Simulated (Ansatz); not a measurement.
```yaml
crystal:
  periodic: [false, false, false]
  atoms:
    - {symbol: C, position_ang: [-0.866385, 0.092749, 4.753676]}
    - {symbol: B, position_ang: [0.878364, -2.036278, 2.672556]}
    - {symbol: B, position_ang: [3.089064, -1.336835, 0.022644]}
    - {symbol: In, position_ang: [0.442499, -0.843552, -4.180219]}
    - {symbol: N, position_ang: [-1.589541, 3.061661, -4.769837]}
    - {symbol: H, position_ang: [-0.472730, 2.434957, 4.415288]}
    - {symbol: H, position_ang: [-0.258232, -0.449944, 7.026764]}
    - {symbol: H, position_ang: [-3.236195, -0.321279, 4.622767]}
    - {symbol: H, position_ang: [0.329181, -4.640596, 2.882571]}
    - {symbol: H, position_ang: [5.697965, -1.184355, -0.247194]}
    - {symbol: H, position_ang: [-0.292610, -3.270081, -6.996124]}
    - {symbol: H, position_ang: [-1.227010, 4.839027, -3.499066]}
    - {symbol: H, position_ang: [-2.494394, 3.654505, -6.703825]}
basis:
  gaussian: {orbitals: def2-mTZVPP}
hamiltonian: {xc: {name: revPBE0}, dispersion: d3bjatm}
```

```sh
$ ansatz run in.yaml --threads 4 --pin off --events-out ev --progress --plain --max-ram 10444MiB
```

Output, abridged:

```
Functional definition: revPBE0
1585 factors; their error is unknown
mean field evaluation 1: about -9096.0275 eV, gradient 9.6e1 eV
mean field evaluation 2: about -8598.4055 eV, gradient 1.8e2 eV
mean field evaluation 4: about -8910.2572 eV, gradient 1.5e2 eV
mean field evaluation 8: about -9134.4038 eV, gradient 6.1e0 eV
mean field evaluation 16: about -9135.5138 eV, gradient 7.1e-4 eV
mean field -9135.51377388 eV, -335.7239389164 hartree, gradient 1.5e-5 eV, S^2 0.000000; 6 other end points of the search recorded, 0 dependent functions left out
reference -9135.51386004 eV, -335.7239420828 hartree; 26, 26 occupied and 131, 131 virtual orbitals, 1585 factors
Total energy: -9135.83063504 eV, -335.7355833492 hartree
```

Question: Something in this input is off. What?

Answer: The geometry is stretched to more than twice its size. The run converged. The result belongs to that input, not to the molecule as meant.
